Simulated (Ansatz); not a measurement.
Program: Ansatz. Geometries: PBE0-D4/def2-TZVP. ΔE: electronic, gas phase. CCSD(T)/CBS is the MP2 limit (def2-TZVPP, def2-QZVPP) plus CCSD(T) − MP2 in def2-TZVPP, frozen cores. This one scheme is used for every species. DFT in def2-TZVPP. B3LYP here is the variant with VWN-RPA as its local correlation; programs differ in this. For Ge outer-core shells are correlated without core-valence functions, which leaves a few kJ/mol of doubt a bond. Scalar relativity is left out up to krypton. Each species was taken in one conformer, which may not be the lowest.

Consider the formal exchange of groups at a Ge–C bond: `N=[C]([SiH3])[GeH3]` + `ClBCl` → `Cl[B](Cl)[GeH3]` + `N=C[SiH3]`.

`N=[C]([SiH3])[GeH3]`:

```xyz
11

N    -1.823   -0.114    0.286
C    -0.559   -0.056    0.146
Si    0.502   -0.590    1.621
Ge    0.298    0.563   -1.536
H    -2.326    0.189   -0.554
H     1.373   -1.718    1.192
H    -0.354   -0.992    2.761
H     1.389    0.544    2.000
H    -0.851    0.891   -2.509
H     1.152    1.817   -1.282
H     1.199   -0.534   -2.126
```

`ClBCl`:

Z-matrix (Å, degrees):
```
B
Cl 1 1.734
Cl 1 1.734 2 120.7
H 1 1.187 2 119.7 3 180.0
```

`Cl[B](Cl)[GeH3]`:

```xyz
7

Cl    1.134    1.344   -1.852
B     0.073    1.035   -0.506
Cl   -0.914    2.341    0.093
Ge   -0.039   -0.828    0.384
H     0.319   -0.704    1.874
H    -1.482   -1.353    0.287
H     0.910   -1.835   -0.281
```

`N=C[SiH3]`:

Z-matrix (Å, degrees):
```
Si
C 1 1.889
H 1 1.488 2 108.9
H 1 1.481 2 109.8 3 -121.3
H 1 1.488 2 108.9 3 117.3
N 2 1.269 1 119.7 3 121.5
H 2 1.102 1 118.3 3 -58.6
H 6 1.023 2 111.5 1 180.0
```

Question: Is it downhill or uphill in electronic energy at CCSD(T)/CBS, and by how much? (An estimate is asked.)

Answer: Ansatz gave: Downhill: ΔE = -0.09 eV.

Question: What do these levels give: PBE-D4, B3LYP-D4, B2PLYP, r2SCAN, B3LYP, SCS-MP2/def2-TZVPP, CCSD(T)/def2-TZVPP, HF/def2-QZVPP, MP2/def2-QZVPP, HF/CBS(def2), MP2/CBS(def2), CCSD/CBS(def2)? (An estimate is asked.)

Answer: Computed: PBE-D4 -0.10, B3LYP-D4 -0.07, B2PLYP -0.07, r2SCAN -0.09, B3LYP -0.09, SCS-MP2/def2-TZVPP -0.04, CCSD(T)/def2-TZVPP -0.07, HF/def2-QZVPP -0.07, MP2/def2-QZVPP -0.05, HF/CBS(def2) -0.07, MP2/CBS(def2) -0.06, CCSD/CBS(def2) -0.10 eV.

Largest T1 diagnostic among the species: 0.013.
